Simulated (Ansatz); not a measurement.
This geometry of C$_{4}$H$_{12}$OSi (18 atoms, charge 0, multiplicity 1) is a first-order saddle point.

These are results of RKS revPBE-D4/STO-3G (Ansatz), not measurements.

```xyz
18
Properties=species:S:1:pos:R:3
C 0.699 -2.319 -1.200
C 0.968 -0.933 -0.539
O 0.231 0.081 -1.333
C 0.465 1.406 -0.688
Si -0.720 1.871 0.758
C -1.460 0.370 1.627
H 1.036 -2.314 -2.255
H 1.246 -3.113 -0.655
H -0.383 -2.554 -1.177
H 2.072 -0.718 -0.534
H 0.637 -0.955 0.533
H 1.531 1.510 -0.364
H 0.312 2.150 -1.507
H -1.809 2.680 0.221
H 0.010 2.685 1.726
H -2.298 0.675 2.281
H -0.720 -0.152 2.259
H -1.855 -0.359 0.897
```

Task: Which two structures does it join? (They come from a converged band through this point; their orientation in space is the band's.)

Result: No bond is made or broken. The dihedral H13–C4–Si5–C6 goes from 78 to -146°.

Image 0:

```xyz
18
Properties=species:S:1:pos:R:3
C 1.043 -2.346 -1.027
C 1.091 -0.866 -0.538
O 0.041 -0.124 -1.279
C 0.119 1.299 -0.843
Si -0.411 1.664 0.966
C -1.899 0.605 1.425
H 1.238 -2.399 -2.116
H 1.810 -2.946 -0.499
H 0.046 -2.786 -0.826
H 2.111 -0.432 -0.725
H 0.921 -0.830 0.573
H 1.142 1.718 -1.031
H -0.576 1.833 -1.534
H -0.754 3.079 1.059
H 0.686 1.409 1.893
H -2.210 0.771 2.472
H -1.670 -0.469 1.306
H -2.764 0.833 0.776
```

Image 10:

```xyz
18
Properties=species:S:1:pos:R:3
C 0.916 -2.306 -1.470
C 0.676 -1.065 -0.557
O 0.701 0.134 -1.428
C 0.556 1.323 -0.544
Si -1.130 1.540 0.355
C -1.087 0.858 2.113
H 1.898 -2.228 -1.977
H 0.902 -3.233 -0.863
H 0.125 -2.375 -2.242
H 1.468 -1.014 0.239
H -0.312 -1.172 -0.029
H 1.386 1.358 0.211
H 0.712 2.191 -1.227
H -2.185 0.884 -0.408
H -1.428 2.968 0.412
H -2.026 1.086 2.650
H -0.257 1.302 2.692
H -0.953 -0.238 2.124
```

Task: How far does it lie above each of them?

Result: 7.0 kJ/mol above the first and 5.4 kJ/mol above the second. This is the barrier of this one path; another mechanism may lie lower. Limits of this set-up: minimal basis.

Time of the run: 4.9 min on 1 thread of Arm Neoverse V1 (shared host), peak memory 0.11 GiB.
